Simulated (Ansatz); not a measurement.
H6NPSi2 (`[SiH3]N1[SiH2]P1`). Charge 0, multiplicity 1. The geometry is a stationary point of PBE0-D4/def2-TZVP.

```xyz
10

Si   -1.098    1.204   -0.257
N     0.091    0.089    0.276
Si    1.526   -0.784   -0.037
P     0.039   -1.200    1.506
H    -1.750    1.838    0.919
H    -0.429    2.236   -1.092
H    -2.157    0.543   -1.070
H     2.808   -0.121    0.290
H     1.595   -1.579   -1.285
H    -0.623   -2.227    0.751
```

(1) What is the dipole moment at r2SCAN/def2-TZVPP? (Estimate.)

(2) And with PBE, B3LYP, ωB97M-V? (Estimate.)

(3) Give the Mulliken charges with r2SCAN, ωB97M-V, PBE in def2-TZVPP. (An estimate is asked.)

Answers

(1) The calculation gave: 1.26 D, with components (0.81, -0.43, -0.88) D in this frame, pointing from negative to positive charge.

(2) Ansatz gave: PBE 1.16 D, B3LYP 1.27 D, ωB97M-V 1.32 D.

(3) Ansatz gave: 
| atom | r2SCAN | ωB97M-V | PBE |
| --- | --- | --- | --- |
| Si1 | 0.37 | 0.24 | 0.26 |
| N2 | -0.38 | -0.37 | -0.23 |
| Si3 | 0.37 | 0.26 | 0.26 |
| P4 | 0.00 | -0.03 | -0.03 |
| H5 | -0.07 | -0.03 | -0.06 |
| H6 | -0.08 | -0.04 | -0.06 |
| H7 | -0.08 | -0.04 | -0.07 |
| H8 | -0.06 | -0.02 | -0.05 |
| H9 | -0.06 | -0.01 | -0.05 |
| H10 | -0.01 | 0.04 | 0.02 |

B3LYP here is the variant with VWN-RPA as its local correlation; programs differ in this.
